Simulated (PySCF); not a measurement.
## Two probes of the same atoms: core binding energy and nuclear shielding

Species: C3H10GeSi2.
Cartesian coordinates in Å at the PBE0-D3(BJ)/def2-SVP level; atoms count from 1:
```xyz
16
C3H10GeSi2 angstrom
C      2.9756    1.4784   -0.3752
C      2.1128    0.3160   -0.2718
C      1.3956   -0.6657   -0.1840
Ge     0.1336   -2.0757   -0.0561
Si    -2.0010   -1.0590   -0.3753
Si    -2.1149    0.8342    1.0022
H      3.8220    1.4072    0.3258
H      2.4222    2.4023   -0.1443
H      3.3863    1.5762   -1.3924
H      0.4539   -3.1502   -1.1116
H      0.2336   -2.7063    1.3461
H     -2.1515   -0.6552   -1.8088
H     -3.0957   -2.0230   -0.0354
H     -3.4310    1.5299    0.8544
H     -1.9463    0.4227    2.4304
H     -1.0203    1.7839    0.6377
```

Binding energies: delta-SCF UKS SCAN, pcX-2 on the ionised atom, pcseg-1 elsewhere, spin-free X2C (PySCF). Shieldings: GIAO PBE0/pcSseg-1, non-relativistic, same geometry.

```json
{"atom": "C1", "C 1s (eV)": "291.54"}
{"atom": "C2", "C 1s (eV)": "289.99"}
{"atom": "C3", "C 1s (eV)": "289.44"}
```

Q: What are the absolute isotropic shieldings of these atoms?

A: 
| atom | environment | C 1s (eV) | isotropic shielding (ppm) |
| --- | --- | --- | --- |
| C3 | alkyne carbon | 289.44 | 105.8 |
| C2 | alkyne carbon | 289.99 | 69.0 |
| C1 | propargylic carbon | 291.54 | 178.5 |

Q: Among the listed atoms, is the one with the highest binding energy also the least shielded?

A: No. The highest binding energy is at C1 (291.54 eV, shielding 178.5 ppm), the lowest shielding at C2 (69.0 ppm, 289.99 eV).

By binding energy: C3 < C2 < C1. By shielding: C2 < C3 < C1.

The unrestricted hole states depart most from a pure doublet (⟨S²⟩ = 0.75; over 0.85 named) for C 1s of C2 (0.86), which makes this value less certain. Isolated species at its PBE0-D3(BJ)/def2-SVP geometry (one conformer only).
